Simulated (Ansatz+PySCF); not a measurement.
A calculation with Ansatz (development build ahead of 0.2.0).

```yaml
crystal:
  periodic: [false, false, false]
  atoms:
    - { symbol: Be, position_ang: [0.0, 0.0, 0.0] }
    - { symbol: C, position_ang: [0.82282, 1.09709, 2.37527] }
basis:
  gaussian: { orbitals: STO-3G }
hamiltonian:
  xc: hf
correlation:
  method: fci
  frozen_orbitals: { Be: 0, C: 1 }
```

The input is written out in the form of the current development build from the run's settings.

The run gave:

* Converged: yes
* Total energy: -51.56666 hartree
* State: lowest singlet root, of any spatial symmetry

Caution: another spin multiplicity may lie lower.
